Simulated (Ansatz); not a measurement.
Geometry optimisation, UKS PBE/def2-SVP in Ansatz 0.2.0.

Input file:

```yaml
crystal:
  periodic: [false, false, false]
  atoms:
    - { symbol: Ge, position_ang: [0.000398, 0.0, -0.316423] }
    - { symbol: Cl, position_ang: [-0.000172, 0.0, 3.090974] }
    - { symbol: H, position_ang: [1.490983, 0.0, -0.734043] }
    - { symbol: H, position_ang: [-0.74483, 1.290858, -0.734229] }
    - { symbol: H, position_ang: [-0.74483, -1.290858, -0.734229] }
    - { symbol: Cl, position_ang: [5.1e-05, 0.0, 5.15935] }
magnetization:
  spin_polarized: true
  initial_magnetization: 1
basis:
  gaussian: { orbitals: def2-SVP }
hamiltonian:
  xc: pbe
relax:
  f_tol: 0.03
  max_steps: 50
```

Command:

```bash
$ ansatz run input.yaml --threads 2 --pin off --max-ram 3072MiB --backend cpu --events-out ev --progress --plain --runs-dir out
```

Question: Where does it end, and by what steps?

Answer: The forces met the threshold. The force dipped under the threshold on the way, but the program's further checks kept it going. After 19 steps the energy has fallen by 1.780 eV; Cl6 moved furthest, 1.73 Å. Parted: Cl2–Cl6. Joined: Ge1–Cl2.

| step | energy less start (eV) | largest force component (eV/Å) | accepted |
| --- | --- | --- | --- |
| 0 | 0.0000 | 1.222 | yes |
| 1 | -0.1796 | 1.270 | yes |
| 2 | -0.4249 | 1.834 | yes |
| 3 | -0.7862 | 2.523 | yes |
| 4 | -1.1336 | 2.064 | yes |
| 5 | -1.3760 | 1.187 | yes |
| 6 | -1.4538 | 0.220 | yes |
| 7 | -1.4561 | 0.028 | yes |
| 8 | -1.4613 | 0.143 | yes |
| 9 | -1.4917 | 0.323 | yes |
| 10 | -1.5222 | 0.348 | yes |
| 11 | -1.5797 | 0.333 | yes |
| 12 | -1.6216 | 0.224 | yes |
| 13 | -1.6622 | 0.334 | yes |
| 14 | -1.6891 | 0.256 | yes |
| 15 | -1.7294 | 0.196 | yes |
| 16 | -1.7576 | 0.087 | yes |
| 17 | -1.7768 | 0.054 | yes |
| 18 | -1.7792 | 0.023 | yes |
| 19 | -1.7799 | 0.012 | yes |

```xyz
6
Properties=species:S:1:pos:R:3
Ge -0.076 0.000 0.241
Cl -1.273 0.000 2.113
H 1.394 0.000 0.693
H -0.495 1.282 -0.513
H -0.495 -1.282 -0.513
Cl 0.947 0.000 3.710
```

Whether the end is a true minimum wasn't checked by a vibrational analysis.

Time of the run: 47 s on 2 threads of Arm Neoverse V2, with other jobs on the host, peak memory 0.17 GiB.
